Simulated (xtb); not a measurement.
H$_{5}$Si$_{2}$ (SMILES [SiH2][SiH3]), doublet, geometry from GFN2-xTB; GFN2-xTB with ALPB(acetonitrile) (xtb).

Input for xtb:
```
$ xtb mol.xyz --gfn 2 --uhf 1 --alpb acetonitrile --json

# file mol.xyz
7

Si    -0.00694582     0.01102555     1.17502224
Si     0.00576956     0.03676145    -1.09538941
H     -1.16877904    -0.49195748     1.91168064
H      1.16087215    -0.45701581     1.92512387
H      0.02916079    -1.24194353    -1.82537250
H     -1.19026257     0.74313294    -1.57000039
H      1.18547634     0.77876587    -1.55629122
```

The log (banner, timings and long lists left out):

```
   ID    Z sym.   atoms
    1   14 Si     1, 2
    2    1 H      3-7

           -------------------------------------------------
          |                Calculation Setup                |
           -------------------------------------------------

           -------------------------------------------------
          |                 G F N 2 - x T B                 |
           -------------------------------------------------

      * Solvation model:               ALPB
        Solvent                        acetonitrile
        Parameter file                 internal GFN2-xTB/ALPB
        Dielectric constant                3.7500E+01
        Reference state                gsolv [1 M gas/solution]
        Free energy shift                  5.1987E-03 Eh       3.2622E+00 kcal/mol
        Temperature                        2.9815E+02 K
        Density                            7.8600E-01 kg/L
        Solvent mass                       4.1050E+01 g/mol
        Interaction kernel             P16
        Born radius scaling (c1)           1.7214E+00
        Born radii integrator          GBOBC
        Born offset                        0.0000E+00 a0       0.0000E+00 AA
        H-bond correction              true
        Ion screening                  false
        Surface tension                    1.0000E-05 Eh       1.5569E+01 dyn/cm
        Grid points                               230 per atom

          ...................................................
          :                      SETUP                      :
          :.................................................:
          :  # basis functions                  25          :
          :  # atomic orbitals                  23          :
          :  # shells                           11          :
          :  # electrons                        13          :
          :  max. iterations                   250          :
          :  Hamiltonian                  GFN2-xTB          :
          :  restarted?                      false          :
          :  GBSA solvation                   true          :
          :  PC potential                    false          :
          :  electronic temp.          300.0000000     K    :
          :  accuracy                    1.0000000          :
          :  -> integral cutoff          0.2500000E+02      :
          :  -> integral neglect         0.1000000E-07      :
          :  -> SCF convergence          0.1000000E-05 Eh   :
          :  -> wf. convergence          0.1000000E-03 e    :
          :  Broyden damping             0.4000000          :
          :  net charge                          0          :
          :  unpaired electrons                  1          :
          ...................................................

 iter      E             dE          RMSdq      gap      omega  full diag
   1     -5.9331947 -0.593319E+01  0.553E+00    2.57       0.0  T
   2     -5.9889622 -0.557675E-01  0.387E+00    2.16       1.0  T
   3     -5.9912346 -0.227239E-02  0.206E+00    2.34       1.0  T
   4     -5.9914411 -0.206488E-03  0.126E+00    2.21       1.0  T
   5     -5.9924626 -0.102150E-02  0.440E-01    2.26       1.0  T
   6     -5.9924232  0.393971E-04  0.383E-01    2.26       1.0  T
   7     -5.9925212 -0.980135E-04  0.124E-01    2.28       1.0  T
   8     -5.9925181  0.306670E-05  0.797E-02    2.27       1.0  T
   9     -5.9925278 -0.965135E-05  0.295E-02    2.28       1.3  T
  10     -5.9925292 -0.140260E-05  0.947E-03    2.28       4.0  T
  11     -5.9925294 -0.171090E-06  0.150E-03    2.28      25.2  T
  12     -5.9925294 -0.814756E-09  0.488E-04    2.28      77.5  T
  13     -5.9925294 -0.429372E-10  0.195E-04    2.28     193.3  T

   *** convergence criteria satisfied after 13 iterations ***

         :::::::::::::::::::::::::::::::::::::::::::::::::::::
         ::                     SUMMARY                     ::
         :::::::::::::::::::::::::::::::::::::::::::::::::::::
         :: total energy              -5.938078562510 Eh    ::
         :: total w/o Gsasa/hb        -5.938181224544 Eh    ::
         :: gradient norm              0.004634004497 Eh/a0 ::
         :: HOMO-LUMO gap              2.277876102393 eV    ::
         ::.................................................::
         :: SCC energy                -5.992528312146 Eh    ::
         :: -> isotropic ES            0.013563891713 Eh    ::
         :: -> anisotropic ES         -0.000346352454 Eh    ::
         :: -> anisotropic XC          0.003918894048 Eh    ::
         :: -> dispersion             -0.004063192670 Eh    ::
         :: -> Gsolv                  -0.000356794581 Eh    ::
         ::    -> Gelec               -0.000459456615 Eh    ::
         ::    -> Gsasa               -0.003403468159 Eh    ::
         ::    -> Ghb                 -0.001692524559 Eh    ::
         ::    -> Gshift               0.005198654751 Eh    ::
         :: repulsion energy           0.054449749635 Eh    ::
         :: add. restraining           0.000000000000 Eh    ::
         :: total charge              -0.000000000000 e     ::
         :::::::::::::::::::::::::::::::::::::::::::::::::::::

           -------------------------------------------------
          |                Property Printout                |
           -------------------------------------------------

    * Orbital Energies and Occupations

         #    Occupation            Energy/Eh            Energy/eV
      -------------------------------------------------------------
         1        2.0000           -0.7432391             -20.2246
         2        2.0000           -0.6267459             -17.0546
         3        2.0000           -0.4332620             -11.7897
         4        2.0000           -0.4312430             -11.7347
         5        2.0000           -0.4255249             -11.5791
         6        2.0000           -0.3833161             -10.4306
         7        1.0000           -0.2874492              -7.8219 (HOMO)
         8                         -0.2037388              -5.5440 (LUMO)
         9                         -0.1866957              -5.0802
        10                         -0.1803852              -4.9085
        11                         -0.1503511              -4.0913
        12                         -0.1465915              -3.9890
        13                         -0.0971271              -2.6430
        14                         -0.0870259              -2.3681
        15                         -0.0853926              -2.3237
        16                         -0.0230730              -0.6278
        17                         -0.0145723              -0.3965
        18                          0.4150108              11.2930
       ...                                ...                  ...
        23                          0.8552486              23.2725
      -------------------------------------------------------------
                  HL-Gap            0.0837104 Eh            2.2779 eV
             Fermi-level           -0.2904883 Eh           -7.9046 eV

     #   Z          covCN         q      C6AA      α(0)
     1  14 Si       2.790     0.273   184.673    29.835
     2  14 Si       3.704     0.361   100.638    19.212
     3   1 H        0.918    -0.090     5.236     3.579
     4   1 H        0.918    -0.090     5.236     3.579
     5   1 H        0.916    -0.137     7.081     4.162
     6   1 H        0.917    -0.158     8.122     4.457
     7   1 H        0.917    -0.158     8.122     4.457

 Mol. C6AA /au·bohr⁶  :       1315.034404
 Mol. C8AA /au·bohr⁸  :      59213.539451
 Mol. α(0) /au        :         69.281114

Wiberg/Mayer (AO) data.
largest (>0.10) Wiberg bond orders for each atom

 ---------------------------------------------------------------------------
     #   Z sym  total        # sym  WBO       # sym  WBO       # sym  WBO
 ---------------------------------------------------------------------------
     1  14 Si   2.952 --     2 Si   1.064     4 H    0.897     3 H    0.897
     2  14 Si   3.837 --     1 Si   1.064     5 H    0.888     6 H    0.888
                             7 H    0.888
     3   1 H    0.992 --     1 Si   0.897
     4   1 H    0.992 --     1 Si   0.897
     5   1 H    0.981 --     2 Si   0.888
     6   1 H    0.975 --     2 Si   0.888
     7   1 H    0.975 --     2 Si   0.888
 ---------------------------------------------------------------------------

Topologies differ in total number of bonds
Writing topology from bond orders to xtbtopo.mol

molecular dipole:
                 x           y           z       tot (Debye)
 q only:       -0.004       0.060       0.613
   full:        0.001      -0.109       0.105       0.385
molecular quadrupole (traceless):
                xx          xy          yy          xz          yz          zz
 q only:        0.245      -0.027       1.617      -0.005       1.168      -1.862
  q+dip:        0.923      -0.004       1.016       0.011       0.396      -1.939
   full:        1.329      -0.008       1.699       0.020       0.358      -3.028

           -------------------------------------------------
          | TOTAL ENERGY               -5.938078562510 Eh   |
          | GRADIENT NORM               0.004634004497 Eh/α |
          | HOMO-LUMO GAP               2.277876102393 eV   |
           -------------------------------------------------

normal termination of xtb
```
